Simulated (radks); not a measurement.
Problem. Ionisation of the europium ion Eu27+, [Kr], to [Ar] 3d10 4s2 4p5 as the strength of local exchange is varied. All-electron calculation, Dirac Kohn-Sham, Slater X-alpha exchange (alpha = 2/3 is LDA exchange), no correlation, spin-unpolarised, spherical densities, point nucleus. Program: a radial shooting solver on a logarithmic mesh with Libxc functionals.

| alpha | E(Eu27+) (hartree) | exchange (hartree) | IE (eV) | -e of the level emptied (eV) | <r> of it (bohr) |
|---|---|---|---|---|---|
| 0.59 | -10468.2604 | -174.1838 | 1030.6 | 1009.3 (4p3/2) | 0.5388 |
| 0.667 | -10491.0118 | -197.2443 | 1036.9 | 1015.6 (4p3/2) | 0.5371 |
| 0.754 | -10516.7635 | -223.3909 | 1044.1 | 1022.8 (4p3/2) | 0.5353 |
| 0.757 | -10517.6524 | -224.2942 | 1044.3 | 1023.1 (4p3/2) | 0.5352 |
| 0.966 | -10579.7173 | -287.5099 | 1061.7 | 1040.5 (4p3/2) | 0.5309 |
| x | -10603.5481 | -311.8553 | 1068.3 | 1047.2 (4p3/2) | 0.5292 |

Which alpha was used in the last row?

Solution. alpha = 1.046. NIST Atomic Spectra Database: 1037 +/- 4 eV (theoretical). The Delta-SCF value meets it near alpha = 0.67. Spin polarisation and multiplet splitting are left out, so open shells lie too high by an amount that depends on their filling.

Beside tabulated values, note that spin-unpolarised runs miss the spin-polarisation part of the exchange energy of open shells.
